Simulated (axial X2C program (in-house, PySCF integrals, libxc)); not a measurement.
## Outer orbitals of InO⁺ at 2.156 Å, B3LYP

All values were computed with an in-house all-electron X2C program for linear molecules (integrals from PySCF). Spin-free means the one-electron spin-free X2C Hamiltonian; two-component (2c) means X2C with spin–orbit coupling and atomic mean-field two-electron Coulomb and Gaunt terms, so the difference of the two also holds small scalar two-electron terms. Basis: In dyall-cv3z [11s12p9d4f1g], O dyall-av3z [7s6p3d2f] (cores contracted in-house); Gaussian nuclei, density fitting, unrestricted open shells. Masses: In 114.904 u, O 15.995 u.

The distance is close to the 2c PBE0 minimum; the highest filled and lowest empty levels are listed.

Spin-free orbitals, state M_S = 1, Λ = 1 (beyond evenly filled blocks: σα, π+α, π+β, π-α) (Löwdin shares):

```json
{"symmetry": "σα", "occupied": "yes", "ε (eV)": "-33.66", "atomic character": "86% O s, 7% In d, 3% In p"}
{"symmetry": "σβ", "occupied": "yes", "ε (eV)": "-30.51", "atomic character": "72% O s, 20% In d, 3% In p"}
{"symmetry": "δ-α", "occupied": "yes", "ε (eV)": "-28.52", "atomic character": "100% In d"}
{"symmetry": "δ+α", "occupied": "yes", "ε (eV)": "-28.52", "atomic character": "100% In d"}
{"symmetry": "π+α", "occupied": "yes", "ε (eV)": "-28.49", "atomic character": "99% In d"}
{"symmetry": "π-α", "occupied": "yes", "ε (eV)": "-28.49", "atomic character": "99% In d"}
{"symmetry": "δ+β", "occupied": "yes", "ε (eV)": "-28.47", "atomic character": "100% In d"}
{"symmetry": "δ-β", "occupied": "yes", "ε (eV)": "-28.47", "atomic character": "100% In d"}
{"symmetry": "π+β", "occupied": "yes", "ε (eV)": "-28.42", "atomic character": "99% In d"}
{"symmetry": "π-β", "occupied": "yes", "ε (eV)": "-28.41", "atomic character": "100% In d"}
{"symmetry": "σα", "occupied": "yes", "ε (eV)": "-28.40", "atomic character": "95% In d, 3% O s"}
{"symmetry": "σβ", "occupied": "yes", "ε (eV)": "-28.01", "atomic character": "82% In d, 15% O s"}
{"symmetry": "σα", "occupied": "yes", "ε (eV)": "-18.77", "atomic character": "78% O p, 16% In s"}
{"symmetry": "π+α", "occupied": "yes", "ε (eV)": "-17.22", "atomic character": "96% O p"}
{"symmetry": "π-α", "occupied": "yes", "ε (eV)": "-17.22", "atomic character": "96% O p"}
{"symmetry": "σβ", "occupied": "yes", "ε (eV)": "-16.34", "atomic character": "52% In s, 41% O p, 4% O s"}
{"symmetry": "σα", "occupied": "yes", "ε (eV)": "-15.03", "atomic character": "62% In s, 20% O p, 12% In p"}
{"symmetry": "π+β", "occupied": "yes", "ε (eV)": "-14.85", "atomic character": "94% O p, 3% In p, 2% In d"}
{"symmetry": "σβ", "occupied": "no", "ε (eV)": "-11.72", "atomic character": "50% O p, 26% In s, 20% In p"}
{"symmetry": "π-β", "occupied": "no", "ε (eV)": "-11.55", "atomic character": "89% O p, 7% In p, 2% In d"}
{"symmetry": "π-α", "occupied": "no", "ε (eV)": "-8.10", "atomic character": "90% In p, 5% O p, 3% O d"}
{"symmetry": "π+α", "occupied": "no", "ε (eV)": "-8.10", "atomic character": "90% In p, 5% O p, 3% O d"}
```

Spinors with spin–orbit coupling (state Ω = 2):

| ω | occupied | ε (eV) | atomic character | λ mixture |
| --- | --- | --- | --- | --- |
| 1/2 | yes | -33.67 | 86% O s, 7% In d, 3% In p | 100% σ |
| -1/2 | yes | -30.52 | 71% O s, 22% In d, 3% In p | 99% σ, 1% π |
| -3/2 | yes | -29.01 | 100% In d | 84% δ, 16% π |
| 3/2 | yes | -28.98 | 100% In d | 79% δ, 21% π |
| 1/2 | yes | -28.91 | 98% In d | 61% π, 39% σ |
| -1/2 | yes | -28.82 | 93% In d, 6% O s | 82% π, 18% σ |
| 5/2 | yes | -28.20 | 100% In d | 100% δ |
| 3/2 | yes | -28.16 | 100% In d | 79% π, 21% δ |
| -5/2 | yes | -28.14 | 100% In d | 100% δ |
| -3/2 | yes | -28.10 | 100% In d | 84% π, 16% δ |
| 1/2 | yes | -28.09 | 97% In d | 61% σ, 39% π |
| -1/2 | yes | -27.84 | 87% In d, 11% O s | 82% σ, 18% π |
| 1/2 | yes | -18.77 | 78% O p, 16% In s | 100% σ |
| -1/2 | yes | -17.23 | 96% O p | 100% π |
| 3/2 | yes | -17.21 | 96% O p | 100% π |
| -1/2 | yes | -16.34 | 52% In s, 41% O p, 4% O s | 100% σ |
| 1/2 | yes | -15.03 | 62% In s, 20% O p, 12% In p | 100% σ |
| 1/2 | yes | -14.86 | 94% O p, 3% In p, 2% In d | 100% π |
| -1/2 | no | -11.72 | 50% O p, 26% In s, 20% In p | 100% σ |
| -3/2 | no | -11.53 | 90% O p, 7% In p, 2% In d | 100% π |
| -1/2 | no | -8.24 | 90% In p, 6% O p, 3% O d | 100% π |
| 3/2 | no | -7.97 | 90% In p, 6% O p, 3% O d | 100% π |

Mulliken charges and populations of the two-component result (they depend on the basis, above all on diffuse functions):

In 1.18 e (s 9.65 p 18.15 d 20.01 f 0.01), O -0.18 e (s 4.00 p 4.16 d 0.01). ⟨Lz⟩ = 1.00 ħ and ⟨Sz⟩ = 1.00 ħ (0.18 and 0.82 on the two atoms), which add up to Ω.

Density functionals use the spin component along the axis (collinear). The functionals have no current-density term, which raises determinants with orbital currents, atoms included. The state is one determinant with fixed occupations, lowest in a PBE0 search at one distance only: followed along the bond, the 2c determinant Ω = 1 reaches 0.09 eV lower at PBE0, so the state shown is not the lowest. With several unpaired electrons one determinant need not be a pure state. Open-shell Ω = 0 determinants with evenly filled partner blocks cannot be reached by this program, so the Ω shown need not be the lowest component.
